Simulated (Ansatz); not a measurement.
Relaxation of C₂H₆N₂Si (11 atoms, charge 0, multiplicity 1), to a largest force component of 0.015 eV/Å in at most 40 steps.

Method: Ansatz, RHF/def2-SVP.

```xyz
11
Properties=species:S:1:pos:R:3
N 0.932 1.228 0.943
C 0.500 0.045 0.578
C -0.544 -0.653 0.288
Si 0.791 -1.627 0.256
N 1.357 -2.324 1.724
H 0.297 2.042 0.584
H 1.905 1.452 0.823
H -1.645 -0.470 0.218
H 1.901 -1.644 -0.837
H 2.176 -1.759 1.999
H 0.659 -2.129 2.389
```

**Question.** Where does it end, and by what steps?

**Answer.** It converged. The force dipped under the threshold on the way, but the program's further checks kept it going. After 12 steps the energy has fallen by 2.040 eV; H10 moved furthest, 1.34 Å. The start is strongly strained (largest force component 8 eV/Å).

```
step  energy less start (eV)  largest force component (eV/Å)  accepted
   0                  0.0000                           8.121       yes
   1                 -1.2631                           3.054       yes
   2                 -1.6966                           0.615       yes
   3                 -1.8280                           0.455       yes
   4                 -1.9093                           0.732       yes
   5                 -1.9687                           0.448       yes
   6                 -2.0114                           0.218       yes
   7                 -2.0328                           0.153       yes
   8                 -2.0384                           0.115       yes
   9                 -2.0376                           0.118        no
  10                 -2.0400                           0.012       yes
  11                 -2.0400                           0.045       yes
  12                 -2.0401                           0.004       yes
```

```xyz
11
Properties=species:S:1:pos:R:3
N 0.721 1.650 0.749
C 0.577 0.319 0.531
C -0.459 -0.504 0.247
Si 1.033 -1.436 0.474
N 1.388 -2.433 1.816
H -0.019 2.261 0.467
H 1.637 2.040 0.693
H -1.515 -0.336 0.073
H 1.872 -1.975 -0.617
H 2.145 -3.087 1.820
H 0.947 -2.340 2.709
```

Whether the end is a true minimum wasn't checked by a vibrational analysis.

The run took 32 s on 1 thread of Arm Neoverse V1 (shared host), peak memory 0.2 GiB.
